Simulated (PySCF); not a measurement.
# A small calculation by hand: oscillator strength and radiative lifetime

B(CCH)(Cl)2 (C2HBCl2), SMILES C#CB(Cl)Cl.

Geometry optimised at PBE-D3(BJ)/def2-SVP.

TDDFT-B3LYP/def2-SVPD (PySCF) puts the first singlet state with f over 0.02 at 5.28 eV (vertical), with the transition dipole (0.000, 0.000, -0.878) in atomic units.

### Question
Find the oscillator strength, the wavelength and the radiative lifetime that this transition would have in vacuum if emission retraced absorption.

### Answer

|μ|² = 0.7709 au, so |μ| = 2.23 D. ΔE = 5.28/27.211 = 0.1940 hartree. f = (2/3) ΔE |μ|² = 0.100 (the program prints 0.100).
λ = 1239.84/5.28 = 235 nm; ν = 42586 cm⁻¹.
Einstein's coefficient A = 0.6670 ν² f s⁻¹ (ν in cm⁻¹) = 1.2e8 s⁻¹, so τ = 1/A = 8.3 ns. This state is S3; the lower singlets have f = 0.000, 0.000. The figure is the radiative limit of this one transition; relaxation, internal conversion, crossing to triplets and a medium change what is measured.
